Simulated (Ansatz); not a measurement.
Computed with Ansatz on PBE0-D4/def2-TZVP structures; ΔE is electronic, products minus reactants. CCSD(T)/CBS is the MP2 limit (def2-TZVPP, def2-QZVPP) plus CCSD(T) − MP2 in def2-TZVPP, frozen cores. Functionals use def2-TZVPP. For Ge outer-core shells are correlated without core-valence functions, which leaves a few kJ/mol of doubt a bond. Scalar relativity is left out up to krypton. Each species was taken in one conformer, which may not be the lowest.

Reaction (ligand exchange at the Si–C bond): `F[Si@H](Cl)[C@H]1BO1` + `[NH2][GeH3]` → `F[SiH](Cl)[NH][GeH3]` + `B1CO1`

`F[Si@H](Cl)[C@H]1BO1`:

Cartesian coordinates in Å:
```
F 2.336 -0.771 0.310
Si 1.211 0.236 -0.189
Cl 1.735 2.105 0.436
C -0.429 -0.165 0.551
B -1.718 -0.226 -0.252
O -1.109 -1.385 -0.058
H 1.182 0.186 -1.663
H -0.510 -0.159 1.638
H -2.699 0.179 -0.773
```

`[NH2][GeH3]`:

```xyz
7

N     0.756    0.805   -0.361
Ge   -0.535   -0.440    0.062
H     0.817    1.567    0.301
H     1.680    0.409   -0.467
H    -0.525   -1.489   -1.060
H    -0.317   -1.158    1.416
H    -1.877    0.306    0.109
```

`F[SiH](Cl)[NH][GeH3]`:

Cartesian coordinates in Å:
```
F -1.129 1.512 1.731
Si -0.897 0.020 1.221
Cl -2.674 -0.942 1.521
N -0.475 -0.075 -0.409
Ge 1.226 0.013 -1.129
H 0.163 -0.551 2.068
H -1.228 -0.074 -1.082
H 2.190 -0.045 0.061
H 1.398 1.326 -1.911
H 1.427 -1.185 -2.070
```

`B1CO1`:

Cartesian coordinates in Å:
```
B 0.840 0.208 0.076
C -0.580 -0.302 0.034
O -0.046 0.974 -0.548
H 1.997 0.242 0.321
H -1.285 -0.128 0.843
H -0.927 -0.995 -0.727
```

CCSD(T)/CBS gives -20.1 kcal/mol.

Another level gave -20.7 kcal/mol. Which?
A. SCS-MP2/def2-TZVPP
B. HF/def2-TZVPP
C. r2SCAN/def2-TZVPP
D. PBE/def2-TZVPP

A. SCS-MP2/def2-TZVPP -20.7, r2SCAN -19.1, HF/def2-TZVPP -22.4, PBE -17.2 kcal/mol.

Largest T1 diagnostic among the species: 0.016.

In def2-TZVPP, CCSD(T) changes the Hartree–Fock value by +2.2 kcal/mol (the triples alone add +0.5 kcal/mol) and MP2 by +1.8 kcal/mol. From PBE to PBE0 (25 % exact exchange), in def2-TZVPP and without D4, ΔE moves by −1.5 kcal/mol.
